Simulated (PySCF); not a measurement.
GaH6P3, SMILES [PH2][Ga]([PH2])[PH2].

Geometry optimised at PBE0-D3(BJ)/def2-SVP. The structure was generated by enumeration; whether it is a known compound was not checked. Other conformers were not sampled.

The numbers are results of PySCF with TDA-M06-2X/def2-SVPD, not measurements.

Vertical excitations.  State labels are in the subgroup Cs.

Computed lowest excited states:
```csv
state,symmetry,energy (eV),λ (nm),f,main pairs
S1,A",4.55,273,0.037,HOMO→LUMO 93 %
S2,A',4.57,271,0.000,HOMO−1→LUMO 96 %
S3,A",5.62,221,0.000,"HOMO→LUMO+3 58 %, HOMO→LUMO+2 26 %"
S4,A',5.62,221,0.040,"HOMO−1→LUMO+1 44 %, HOMO−2→LUMO 40 %, HOMO−1→LUMO+2 10 %"
S5,A",5.64,220,0.117,HOMO→LUMO+1 90 %
S6,A",5.88,211,0.002,HOMO−1→LUMO+4 84 %
S7,A',5.88,211,0.089,"HOMO−1→LUMO+1 49 %, HOMO−2→LUMO 29 %, HOMO−1→LUMO+2 15 %"
S8,A',6.04,205,0.001,"HOMO−1→LUMO+3 54 %, HOMO→LUMO+5 23 %"
S9,A",6.10,203,0.046,"HOMO→LUMO+2 43 %, HOMO−3→LUMO 31 %, HOMO→LUMO+3 18 %"
S10,A',6.37,195,0.026,"HOMO−2→LUMO+1 31 %, HOMO→LUMO+4 26 %, HOMO−1→LUMO+2 12 %, HOMO→LUMO+5 12 %"
T1,A",3.96,313,0,HOMO→LUMO 96 %
T2,A',4.05,306,0,HOMO−1→LUMO 96 %
T3,A',5.00,248,0,"HOMO−1→LUMO+2 41 %, HOMO−2→LUMO 38 %, HOMO−1→LUMO+1 11 %"
T4,A",5.19,239,0,"HOMO→LUMO+1 41 %, HOMO→LUMO+2 33 %, HOMO→LUMO+3 14 %"
```
Triplets are in the Tamm–Dancoff approximation.
